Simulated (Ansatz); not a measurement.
An input meant for Sn₁₈H₂₈⁻ (charge -1, doublet; atoms displaced at random, 0.08 Å in each coordinate).

```yaml
crystal:
  periodic: [false, false, false]
  atoms:
    - {symbol: Sn, position_ang: [-4.548191, -0.563777, -2.617308]}
    - {symbol: Sn, position_ang: [-4.021877, 2.885163, 0.698889]}
    - {symbol: Sn, position_ang: [-1.044335, -3.373024, -1.198697]}
    - {symbol: Sn, position_ang: [-1.383070, -1.162173, 0.569406]}
    - {symbol: Sn, position_ang: [2.866331, -3.042144, -0.111720]}
    - {symbol: Sn, position_ang: [3.186359, -1.054888, -1.876275]}
    - {symbol: Sn, position_ang: [2.349053, -1.534358, 3.771200]}
    - {symbol: Sn, position_ang: [-0.667159, 1.936787, -2.552808]}
    - {symbol: Sn, position_ang: [1.966604, 2.267528, 0.957358]}
    - {symbol: Sn, position_ang: [-1.081041, 1.490479, 3.926332]}
    - {symbol: Sn, position_ang: [-3.230833, -3.072754, -3.067913]}
    - {symbol: Sn, position_ang: [-2.812974, 0.727772, -0.918817]}
    - {symbol: Sn, position_ang: [-2.364131, 3.537843, 2.981896]}
    - {symbol: Sn, position_ang: [0.910355, -0.190486, -3.516466]}
    - {symbol: Sn, position_ang: [0.608475, 0.083194, 2.324404]}
    - {symbol: Sn, position_ang: [4.280118, -2.702571, 2.175731]}
    - {symbol: Sn, position_ang: [4.324113, 1.252508, -0.640663]}
    - {symbol: Sn, position_ang: [0.762384, 3.850924, -0.996410]}
    - {symbol: H, position_ang: [-5.013720, 0.068275, -4.015109]}
    - {symbol: H, position_ang: [-5.931683, -0.810924, -1.778740]}
    - {symbol: H, position_ang: [-5.544460, 2.199085, 1.183795]}
    - {symbol: H, position_ang: [-4.335004, 4.104502, -0.505133]}
    - {symbol: H, position_ang: [-1.073385, -4.842720, -0.315923]}
    - {symbol: H, position_ang: [0.382847, -3.361874, -2.187424]}
    - {symbol: H, position_ang: [-2.459234, -1.716570, 1.771828]}
    - {symbol: H, position_ang: [1.370389, -3.384641, 0.308215]}
    - {symbol: H, position_ang: [3.387749, -4.441767, -1.176632]}
    - {symbol: H, position_ang: [4.223164, -1.341304, -3.217933]}
    - {symbol: H, position_ang: [1.478598, -2.701098, 4.580465]}
    - {symbol: H, position_ang: [2.904491, -0.344283, 4.900142]}
    - {symbol: H, position_ang: [-1.372602, 2.653484, -3.984247]}
    - {symbol: H, position_ang: [2.711564, 3.222425, 2.146355]}
    - {symbol: H, position_ang: [-2.380247, 0.094921, 4.685015]}
    - {symbol: H, position_ang: [-0.252587, 1.864050, 5.460919]}
    - {symbol: H, position_ang: [-4.397919, -4.452975, -2.829216]}
    - {symbol: H, position_ang: [-2.549171, -3.262820, -4.681946]}
    - {symbol: H, position_ang: [-3.414209, 4.337565, 3.876347]}
    - {symbol: H, position_ang: [-1.140110, 4.627619, 2.277502]}
    - {symbol: H, position_ang: [-0.162864, -1.319938, -3.837920]}
    - {symbol: H, position_ang: [1.755306, 0.338881, -5.140385]}
    - {symbol: H, position_ang: [5.567683, -1.560991, 1.987680]}
    - {symbol: H, position_ang: [5.104516, -3.973605, 2.920527]}
    - {symbol: H, position_ang: [5.585692, 0.805415, 0.462413]}
    - {symbol: H, position_ang: [4.914047, 2.332772, -1.684605]}
    - {symbol: H, position_ang: [-0.490082, 4.956766, -0.283236]}
    - {symbol: H, position_ang: [1.802336, 4.804572, -1.703154]}
basis:
  gaussian: {orbitals: def2-SVP, fitting: {mean_field: def2-universal-jkfit}}
total_charge: -1
magnetization: {spin_polarized: true, initial_magnetization: 1}
hamiltonian: {xc: {name: HF}}
correlation: {active_space: {window: {electrons: 40, orbitals: 30}}}
scf: {lower_state_search: off}
```

```sh
$ ansatz run in.yaml --threads 4 --pin off --events-out ev --progress --plain --max-ram 66560MiB --backend cuda --devices 0, --max-vram 37GiB
```

Output, abridged:

```
Error: invalid value for `correlation.active_space`: it starts from restricted Hartree–Fock orbitals; set hamiltonian.xc: hf without magnetization.spin_polarized
```

In the def2 sets Sn takes a core potential; there is no spin–orbit coupling. The highest occupied level of an anion often lies above zero with these methods, and sets without diffuse functions describe the outer electron poorly.
